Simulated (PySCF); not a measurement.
# Ir (iridium, neutral): UHF calculation

Configuration: [Xe] 4f14 5d9, 2D determinant (an excited configuration). All numbers are calculated (PySCF 2.14, the spin-free X2C one-electron Hamiltonian (Gaussian nucleus), in x2c-TZVPPall with one added diffuse shell each of s, p, d, f type (12s8p8d4f1g, 113 functions)).

```
Total energy                                                  : -17823.853169 hartree
One-electron energy                                           : -24459.0575 hartree
Hartree (Coulomb) energy                                      : 6982.8986 hartree
Exchange energy                                               : -347.6943 hartree
⟨S²⟩                                                          : 0.7591
⟨L²⟩                                                          : 7.936
Sum of ⟨r⟩                                                    : 45.20 bohr
Sum of ⟨r²⟩                                                   : 59.76 bohr²
Traceless quadrupole moment −½Σ⟨3z² − r²⟩ along its main axis : 2.84 e·bohr²
Langevin diamagnetic susceptibility                           : -47.3 ×10⁻⁶ cm³/mol
```

| shell | electrons | mean orbital energy (hartree) | spread (hartree) | rms radius, mean of both spins (bohr) |
| --- | --- | --- | --- | --- |
| 1s β | 1 | -2812.06028 | 0 | 0.0197 |
| 1s α | 1 | -2812.06003 | 0 | 0.0197 |
| 2s α | 1 | -497.17252 | 0 | 0.0795 |
| 2s β | 1 | -497.16817 | 0 | 0.0795 |
| 2p α | 3 | -433.42887 | 0.00516 | 0.0727 |
| 2p β | 3 | -433.42433 | 0.00058 | 0.0727 |
| 3s α | 1 | -118.59347 | 0 | 0.203 |
| 3s β | 1 | -118.59238 | 0 | 0.203 |
| 3p α | 3 | -99.55920 | 0.00993 | 0.205 |
| 3p β | 3 | -99.55787 | 0.00840 | 0.205 |
| 3d α | 5 | -77.73697 | 0.01215 | 0.188 |
| 3d β | 5 | -77.73312 | 0.01070 | 0.188 |
| 4s α | 1 | -26.45985 | 0 | 0.450 |
| 4s β | 1 | -26.45469 | 0 | 0.450 |
| 4p α | 3 | -20.08204 | 0.01665 | 0.479 |
| 4p β | 3 | -20.07672 | 0.01080 | 0.479 |
| 4d α | 5 | -11.93551 | 0.02376 | 0.514 |
| 4d β | 5 | -11.92711 | 0.02185 | 0.514 |
| 5s α | 1 | -4.09130 | 0 | 1.06 |
| 5s β | 1 | -4.04441 | 0 | 1.06 |
| 4f α | 7 | -2.86845 | 0.01935 | 0.587 |
| 4f β | 7 | -2.86278 | 0.01240 | 0.587 |
| 5p α | 3 | -2.36204 | 0.02793 | 1.23 |
| 5p β | 3 | -2.29205 | 0.04536 | 1.23 |
| 5d α | 5 | -0.33020 | 0.05157 | 2.07 |
| 5d β | 4 | -0.29201 | 0.05465 | 2.07 |

⟨L²⟩ = 7.94 against 6 for a pure D term, so this real determinant mixes terms. Spin-orbit coupling, absent here, splits the open shell strongly. The s, p, d and f populations moved away from the nominal configuration during the SCF.

Densities and radii are taken from the X2C orbitals without a picture-change correction, which distorts them close to the nucleus.

Spin-orbit constants ζ (cm⁻¹) from the X2C one-electron operator on these orbitals: bare nucleus, nucleus screened by l(l+1)(2l+1)/3 electrons, and screened by the Breit-Pauli mean field of the electrons.

```tsv
shell	bare	screened nucleus	mean field
2p	8147000	7935000	n/a
3p	1802000	1755000	n/a
3d	280500	244100	n/a
4p	422100	411200	n/a
4d	57600	50120	n/a
4f	11030	7017	n/a
5p	61820	60220	n/a
5d	4188	3644	n/a
```

To first order the Landé constant is A = -3644 cm⁻¹, so the lowest level has J = 5/2 and lies 0.452 eV below the centre of the term. First order in ζ underestimates the shift of the j = l − 1/2 level at high Z.
